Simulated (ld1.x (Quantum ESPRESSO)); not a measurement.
Logarithmic derivatives: Ag (Z = 47), TM

```
Element                 : silver (Ag)
Generator               : ld1.x (Quantum ESPRESSO) 7.5
Type                    : norm-conserving Troullier–Martins (Kleinman–Bylander form)
Functional              : LDA (PZ)
Relativity              : scalar-relativistic
Frozen core             : [Kr]
Valence charge          : 11
Reference configuration : 4d10 5s1 5p0
Partial waves           : 5p (bound, empty): rc 2.75 bohr; 4d (bound): rc 1.40 bohr; 5s (bound): rc 2.40 bohr
Local potential         : the s channel
Core correction         : a·sin(br)/r model core inside 0.90 bohr
```

The phase is arctan(r·u′/u) with u = r·R(r), unwrapped; energies in Ry, scanned from -3 to 5 Ry. A pole is an energy at which the radial function vanishes at the test radius. The pseudo phase is shifted by a multiple of π to meet the all-electron one at the reference energy, and phase errors are pseudo minus all-electron; the curves can meet again beyond the range given. Levels narrower than the energy grid can be missing from the lists of poles.

```json
{"channel": "s", "radius (bohr)": "2.98", "reference energy (Ry)": "-0.35", "poles, all-electron": "0.87", "poles, pseudo": "0.84", "unbroken range about the reference energy with phases within 0.05 rad": "below 2.2", "phase error 1 Ry above the reference energy (rad)": "-0.004"}
{"channel": "p", "radius (bohr)": "2.98", "reference energy (Ry)": "-0.06", "poles, all-electron": "1.86", "poles, pseudo": "1.77", "unbroken range about the reference energy with phases within 0.05 rad": "below 3.1", "phase error 1 Ry above the reference energy (rad)": "-0.008"}
{"channel": "d", "radius (bohr)": "2.98", "reference energy (Ry)": "-0.56", "poles, all-electron": "-0.45, 3.76", "poles, pseudo": "-0.45, 4.54", "unbroken range about the reference energy with phases within 0.05 rad": "below 0.7", "phase error 1 Ry above the reference energy (rad)": "+0.024"}
```

Phases in the p channel:

```
E (Ry)  all-electron  pseudo
 -3.00         1.367   1.364
 -2.52         1.345   1.343
 -2.04         1.315   1.313
 -1.56         1.271   1.269
 -1.08         1.197   1.195
 -0.60         1.044   1.043
 -0.12         0.575   0.575
  0.36        -0.721  -0.726
  0.84        -1.290  -1.299
  1.32        -1.470  -1.480
  1.80        -1.561  -1.575
  2.28        -1.625  -1.645
  2.76        -1.683  -1.716
  3.24        -1.750  -1.815
  3.72        -1.851  -2.017
  4.20        -2.066  -2.768
  4.68        -2.813  -4.076
```
